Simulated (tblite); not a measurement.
Record of a relaxation.

C5H9FO.
Numbering: `[F:1][C@H:2]1[CH2:3][CH2:4][CH2:5][CH2:6][O:7]1` (hydrogens: H8 on C2; H9, H10 on C3; H11, H12 on C4; H13, H14 on C5; H15, H16 on C6)

Computed with GFN2-xTB (tblite), gas phase: L-BFGS steps from a force-field or distance-geometry start until the largest atomic force falls under 0.01 eV/Å. 11 of its 45 geometries are shown.

Step 0: E = -655.4727 eV, largest atomic force 2.429 eV/Å
```
atom  x, y, z in Å  |  force x, y, z in eV/Å
F1      1.073    0.520    1.499    0.974   0.437   0.365
C2      1.483    0.063    0.267   -0.476  -0.552  -0.166
C3      0.704   -1.215   -0.010   -0.157  -0.216  -0.422
C4     -0.712   -0.869    0.433    0.240  -1.442   1.910
C5     -1.229    0.311   -0.306   -2.403  -0.169  -0.314
C6     -0.223    1.381   -0.584   -0.790   1.522  -0.121
O7      1.083    0.959   -0.711    1.964   0.282  -0.354
H8      2.578   -0.110    0.302   -0.410   0.570  -0.210
H9      1.112   -2.099    0.490   -0.133   0.197  -0.133
H10     0.695   -1.318   -1.113    0.215  -0.368   0.534
H11    -1.342   -1.775    0.369   -0.014   0.528  -0.186
H12    -0.681   -0.585    1.519   -0.037  -0.566  -0.706
H13    -1.740   -0.045   -1.221    0.318   0.279   0.132
H14    -2.004    0.774    0.343    0.045  -0.231  -0.574
H15    -0.512    1.894   -1.535    0.500  -0.187   0.605
H16    -0.291    2.124    0.245    0.164  -0.084  -0.358
```

Step 4: E = -655.8189 eV, largest atomic force 0.598 eV/Å
```
atom  x, y, z in Å  |  force x, y, z in eV/Å
F1      1.170    0.553    1.516    0.183  -0.031  -0.024
C2      1.465    0.056    0.248    0.154   0.258   0.114
C3      0.679   -1.222   -0.007    0.095   0.171   0.050
C4     -0.725   -0.910    0.475   -0.203   0.173  -0.172
C5     -1.284    0.290   -0.298    0.230   0.268  -0.160
C6     -0.235    1.399   -0.580    0.084  -0.055   0.095
O7      1.144    1.000   -0.701   -0.560  -0.061   0.200
H8      2.547   -0.065    0.273    0.280  -0.094  -0.317
H9      1.108   -2.090    0.483    0.031   0.000   0.161
H10     0.708   -1.364   -1.088   -0.063  -0.181  -0.029
H11    -1.372   -1.771    0.358   -0.220  -0.156  -0.003
H12    -0.679   -0.635    1.524   -0.033  -0.200   0.192
H13    -1.732   -0.038   -1.241    0.125  -0.021   0.081
H14    -2.054    0.767    0.313   -0.145  -0.121  -0.208
H15    -0.473    1.904   -1.516    0.067   0.023  -0.024
H16    -0.275    2.136    0.230   -0.023   0.027   0.042
```

Step 9: E = -655.9170 eV, largest atomic force 0.287 eV/Å
```
atom  x, y, z in Å  |  force x, y, z in eV/Å
F1      1.285    0.557    1.535    0.138  -0.184  -0.118
C2      1.492    0.071    0.249   -0.086  -0.139  -0.236
C3      0.677   -1.208    0.017   -0.033  -0.099   0.082
C4     -0.751   -0.907    0.474    0.102   0.018   0.042
C5     -1.286    0.307   -0.307   -0.030  -0.164   0.063
C6     -0.254    1.424   -0.552    0.091  -0.074   0.030
O7      1.104    1.012   -0.674    0.200   0.106  -0.022
H8      2.585   -0.061    0.153   -0.265  -0.023  -0.061
H9      1.105   -2.063    0.535   -0.013   0.012   0.204
H10     0.702   -1.423   -1.057    0.044   0.101   0.109
H11    -1.421   -1.767    0.341    0.191   0.160  -0.136
H12    -0.706   -0.714    1.548   -0.109   0.193  -0.018
H13    -1.684   -0.044   -1.256    0.135  -0.064  -0.191
H14    -2.123    0.741    0.237   -0.078   0.065   0.061
H15    -0.441    1.919   -1.508   -0.155   0.077   0.110
H16    -0.291    2.165    0.254   -0.132   0.015   0.081
```

Step 13: E = -655.9894 eV, largest atomic force 0.281 eV/Å
```
atom  x, y, z in Å  |  force x, y, z in eV/Å
F1      1.411    0.499    1.520    0.117   0.012  -0.018
C2      1.505    0.054    0.206   -0.023   0.151   0.089
C3      0.677   -1.214    0.058   -0.053   0.102  -0.039
C4     -0.750   -0.888    0.484   -0.177   0.028  -0.017
C5     -1.290    0.305   -0.316    0.102   0.110  -0.149
C6     -0.269    1.445   -0.514   -0.065  -0.017  -0.009
O7      1.094    1.036   -0.659   -0.185   0.079   0.100
H8      2.576   -0.088    0.011    0.015  -0.094   0.013
H9      1.097   -2.028    0.650   -0.031   0.055  -0.064
H10     0.702   -1.452   -1.004    0.034  -0.248  -0.035
H11    -1.411   -1.729    0.289   -0.024  -0.249   0.008
H12    -0.767   -0.720    1.560    0.024   0.278   0.034
H13    -1.589   -0.066   -1.304    0.057   0.035   0.091
H14    -2.181    0.722    0.169    0.192  -0.117  -0.102
H15    -0.466    1.952   -1.464   -0.102   0.103   0.143
H16    -0.348    2.181    0.303    0.119  -0.228  -0.043
```

Step 18: E = -656.0513 eV, largest atomic force 0.290 eV/Å
```
atom  x, y, z in Å  |  force x, y, z in eV/Å
F1      1.592    0.456    1.508   -0.057   0.073  -0.114
C2      1.514    0.060    0.173   -0.004  -0.051  -0.084
C3      0.658   -1.199    0.091    0.075  -0.063   0.015
C4     -0.780   -0.876    0.485    0.110   0.023  -0.093
C5     -1.278    0.297   -0.357   -0.037  -0.039  -0.072
C6     -0.299    1.464   -0.474    0.122  -0.026   0.084
O7      1.067    1.082   -0.624    0.100  -0.028  -0.087
H8      2.552   -0.136   -0.139   -0.058   0.055   0.055
H9      1.075   -1.960    0.746    0.052  -0.039   0.065
H10     0.709   -1.562   -0.939   -0.054   0.047   0.049
H11    -1.405   -1.746    0.261   -0.022   0.080   0.278
H12    -0.830   -0.644    1.554    0.019  -0.029  -0.153
H13    -1.477   -0.082   -1.356   -0.072  -0.033  -0.206
H14    -2.204    0.678    0.062   -0.197   0.048  -0.032
H15    -0.524    2.033   -1.382    0.058   0.032   0.085
H16    -0.377    2.143    0.379   -0.034  -0.050   0.209
```

Step 22: E = -656.0977 eV, largest atomic force 0.319 eV/Å
```
atom  x, y, z in Å  |  force x, y, z in eV/Å
F1      1.665    0.460    1.471   -0.122   0.022  -0.096
C2      1.521    0.057    0.142   -0.002   0.025  -0.025
C3      0.661   -1.201    0.107   -0.068  -0.017   0.015
C4     -0.780   -0.863    0.460   -0.155   0.051   0.139
C5     -1.282    0.283   -0.414   -0.005   0.066  -0.032
C6     -0.302    1.470   -0.433   -0.135  -0.102  -0.017
O7      1.064    1.095   -0.629   -0.206  -0.048  -0.017
H8      2.537   -0.160   -0.203    0.154   0.057  -0.048
H9      1.074   -1.924    0.809    0.027  -0.033   0.054
H10     0.701   -1.628   -0.895    0.089   0.060  -0.080
H11    -1.404   -1.750    0.337   -0.061   0.036  -0.087
H12    -0.852   -0.568    1.502    0.140   0.091   0.242
H13    -1.433   -0.091   -1.433    0.048   0.128   0.077
H14    -2.236    0.653   -0.024    0.069  -0.096  -0.177
H15    -0.550    2.102   -1.296    0.174   0.035   0.205
H16    -0.390    2.075    0.488    0.054  -0.274  -0.154
```

Step 26: E = -656.1456 eV, largest atomic force 0.234 eV/Å
```
atom  x, y, z in Å  |  force x, y, z in eV/Å
F1      1.700    0.474    1.414   -0.031   0.050   0.136
C2      1.523    0.051    0.101   -0.033  -0.044   0.033
C3      0.653   -1.208    0.125    0.016   0.069  -0.013
C4     -0.795   -0.840    0.464    0.135  -0.024   0.038
C5     -1.287    0.270   -0.469    0.009  -0.084   0.124
C6     -0.322    1.448   -0.398    0.087   0.050  -0.030
O7      1.032    1.085   -0.652    0.090  -0.136  -0.168
H8      2.540   -0.163   -0.266   -0.108   0.050  -0.040
H9      1.073   -1.893    0.870   -0.111   0.064  -0.125
H10     0.710   -1.672   -0.863   -0.029   0.017   0.061
H11    -1.419   -1.736    0.403   -0.037   0.128  -0.069
H12    -0.837   -0.471    1.493    0.030  -0.036  -0.049
H13    -1.382   -0.076   -1.500    0.149  -0.116   0.038
H14    -2.266    0.615   -0.143   -0.122   0.014  -0.002
H15    -0.539    2.185   -1.169   -0.072   0.069  -0.056
H16    -0.391    1.941    0.578    0.026  -0.071   0.120
```

Step 31: E = -656.1644 eV, largest atomic force 0.121 eV/Å
```
atom  x, y, z in Å  |  force x, y, z in eV/Å
F1      1.687    0.490    1.413   -0.042   0.050  -0.090
C2      1.518    0.053    0.099    0.010  -0.008  -0.030
C3      0.651   -1.202    0.125   -0.023  -0.051  -0.003
C4     -0.790   -0.830    0.468   -0.035  -0.003   0.043
C5     -1.286    0.269   -0.470   -0.014  -0.015  -0.023
C6     -0.315    1.446   -0.394   -0.096   0.047   0.003
O7      1.027    1.065   -0.683   -0.031   0.050   0.059
H8      2.529   -0.155   -0.276    0.046  -0.017   0.036
H9      1.060   -1.889    0.867   -0.013  -0.009  -0.012
H10     0.706   -1.673   -0.858   -0.025   0.030  -0.008
H11    -1.429   -1.712    0.406   -0.016  -0.001  -0.013
H12    -0.822   -0.457    1.494   -0.007  -0.015   0.031
H13    -1.342   -0.098   -1.498    0.054  -0.037   0.038
H14    -2.282    0.604   -0.169    0.101  -0.018  -0.048
H15    -0.545    2.207   -1.143   -0.021  -0.011   0.061
H16    -0.374    1.893    0.608    0.112   0.007  -0.045
```

Step 35: E = -656.1705 eV, largest atomic force 0.073 eV/Å
```
atom  x, y, z in Å  |  force x, y, z in eV/Å
F1      1.663    0.512    1.399   -0.010   0.004   0.001
C2      1.513    0.054    0.091    0.002   0.004  -0.007
C3      0.645   -1.204    0.123    0.010   0.023   0.001
C4     -0.792   -0.826    0.475    0.008  -0.029   0.009
C5     -1.281    0.266   -0.474    0.038  -0.019   0.025
C6     -0.318    1.444   -0.391    0.064  -0.029   0.011
O7      1.021    1.062   -0.698    0.031  -0.017  -0.049
H8      2.531   -0.154   -0.266   -0.009  -0.008   0.000
H9      1.054   -1.895    0.861    0.019   0.002  -0.011
H10     0.697   -1.668   -0.863   -0.036   0.008  -0.005
H11    -1.437   -1.702    0.414   -0.009  -0.031   0.024
H12    -0.812   -0.448    1.499   -0.040  -0.018   0.022
H13    -1.315   -0.118   -1.495    0.014   0.020  -0.012
H14    -2.279    0.598   -0.188   -0.027   0.006  -0.035
H15    -0.555    2.220   -1.119   -0.030   0.016   0.011
H16    -0.342    1.867    0.620   -0.024   0.067   0.015
```

Step 40: E = -656.1727 eV, largest atomic force 0.031 eV/Å
```
atom  x, y, z in Å  |  force x, y, z in eV/Å
F1      1.658    0.518    1.395    0.002   0.004  -0.006
C2      1.512    0.056    0.089   -0.011  -0.012  -0.001
C3      0.644   -1.203    0.123   -0.007  -0.004   0.005
C4     -0.794   -0.830    0.481    0.004   0.002   0.006
C5     -1.276    0.265   -0.468   -0.011   0.000   0.001
C6     -0.311    1.445   -0.389   -0.029   0.012  -0.001
O7      1.024    1.061   -0.706   -0.014   0.002   0.021
H8      2.531   -0.156   -0.264   -0.007  -0.008   0.001
H9      1.058   -1.897    0.855    0.017   0.007  -0.017
H10     0.686   -1.663   -0.866   -0.010   0.009   0.013
H11    -1.440   -1.708    0.414    0.021   0.000   0.007
H12    -0.821   -0.461    1.508   -0.011  -0.004  -0.007
H13    -1.302   -0.119   -1.490    0.023   0.017   0.000
H14    -2.278    0.598   -0.197    0.006   0.006  -0.001
H15    -0.562    2.219   -1.116    0.012  -0.008  -0.015
H16    -0.336    1.883    0.618    0.015  -0.022  -0.007
```

Step 44: E = -656.1731 eV, largest atomic force 0.009 eV/Å
```
atom  x, y, z in Å  |  force x, y, z in eV/Å
F1      1.663    0.518    1.393    0.000   0.001  -0.001
C2      1.511    0.055    0.087    0.003   0.007   0.002
C3      0.642   -1.202    0.125    0.005   0.004   0.000
C4     -0.795   -0.830    0.482    0.001  -0.001  -0.001
C5     -1.275    0.265   -0.469    0.000  -0.004   0.000
C6     -0.314    1.446   -0.387    0.004  -0.008   0.002
O7      1.021    1.061   -0.706    0.003   0.003   0.001
H8      2.528   -0.159   -0.269   -0.005  -0.001  -0.003
H9      1.062   -1.894    0.856    0.000  -0.002   0.002
H10     0.682   -1.664   -0.862   -0.006   0.004  -0.003
H11    -1.437   -1.709    0.417   -0.005  -0.001  -0.002
H12    -0.826   -0.459    1.509    0.000   0.004   0.003
H13    -1.292   -0.117   -1.492    0.000  -0.002  -0.002
H14    -2.279    0.597   -0.204   -0.003  -0.001   0.001
H15    -0.563    2.221   -1.113    0.004  -0.003  -0.006
H16    -0.334    1.879    0.621   -0.001   0.001   0.008
```

Problem. Summarise the path.

Solution. The energy falls by 16.15 kcal/mol from step 0 to step 44; nine tenths of that is first reached at step 23. It falls at every step. The largest force goes from 2.429 to 0.009 eV/Å. Among the bonds C6–O7 changes most, from 1.379 to 1.425 Å; the atoms move by 0.391 Å rms after alignment.

What follows is the cost of the whole relaxation. Time: 0.18 s of wall time. Hardware: one thread of an Arm Neoverse V2, shared host with 96 logical CPUs at a one-minute load of 31.
